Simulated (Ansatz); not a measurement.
Input and output for `C[OH+][Al-]([CH3])([CH3])[F]`.

```yaml
crystal:
  periodic: [false, false, false]
  atoms:
    - {symbol: C, position_ang: [1.416101, -1.637743, 0.219678]}
    - {symbol: O, position_ang: [1.056944, -0.404251, 0.845813]}
    - {symbol: Al, position_ang: [-0.231583, 0.927768, 0.114252]}
    - {symbol: C, position_ang: [-0.243577, 0.537800, -1.808461]}
    - {symbol: C, position_ang: [-1.841618, 0.715179, 1.200734]}
    - {symbol: F, position_ang: [0.842701, 2.142580, 0.594697]}
    - {symbol: H, position_ang: [0.492192, -2.189045, 0.060081]}
    - {symbol: H, position_ang: [1.902802, -1.461096, -0.740627]}
    - {symbol: H, position_ang: [2.067629, -2.208544, 0.881818]}
    - {symbol: H, position_ang: [1.834377, 0.129853, 1.053008]}
    - {symbol: H, position_ang: [-0.666277, -0.446701, -2.038428]}
    - {symbol: H, position_ang: [0.752404, 0.584166, -2.261333]}
    - {symbol: H, position_ang: [-0.861907, 1.266758, -2.343415]}
    - {symbol: H, position_ang: [-2.300161, -0.270551, 1.065236]}
    - {symbol: H, position_ang: [-1.637760, 0.838349, 2.268632]}
    - {symbol: H, position_ang: [-2.605268, 1.452877, 0.932713]}
basis:
  gaussian: {orbitals: "6-31G*", final_grid: {core_spheres: 20, valence_spheres: 16, degree: 47}}
hamiltonian: {xc: {name: PBE0}}
```

```sh
$ ansatz run in.yaml --threads 4 --pin off --events-out ev --progress --plain --max-ram 11315MiB
```

Shortened log:

```
Functional definition: PBE0
1165 factors; integrals over basis functions are off by at most 7.2e-4 eV
mean field evaluation 1: about -14614.3418 eV, gradient 7.2e1 eV
mean field evaluation 2: about -14611.6350 eV, gradient 8.1e1 eV
mean field evaluation 4: about -14625.0220 eV, gradient 2.5e0 eV
mean field evaluation 8: about -14625.3723 eV, gradient 1.5e-1 eV
mean field evaluation 16: about -14625.3724 eV, gradient 7.9e-5 eV
mean field -14625.37239033 eV, -537.4725219113 hartree, gradient 8.0e-5 eV, S^2 0.000000; 0 other end points of the search recorded, 0 dependent functions left out
reference -14625.37242497 eV, -537.4725231841 hartree; 29, 29 occupied and 85, 85 virtual orbitals, 1165 factors
Total energy: -14625.37242497 eV, -537.4725231841 hartree
```

It took 3 s on 4 threads of an Arm Neoverse V1 on a shared host, with 0.28 GiB of host memory at the peak.
